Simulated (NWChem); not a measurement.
# AlHI2; SMILES [I][AlH][I]

Program: NWChem. def2 effective core potentials on I; no spin-orbit coupling. Each level has its own optimisation; frequencies are unscaled.

For level LDA (Slater exchange, VWN5)/def2-SVP:

```yaml
highest harmonic frequency (cm⁻¹): 1914
```

Q: How do the values read with level PBE0/def2-SVP instead?

A: 
| Item | Result |
|---|---|
| highest harmonic frequency (cm⁻¹) | 1991 |
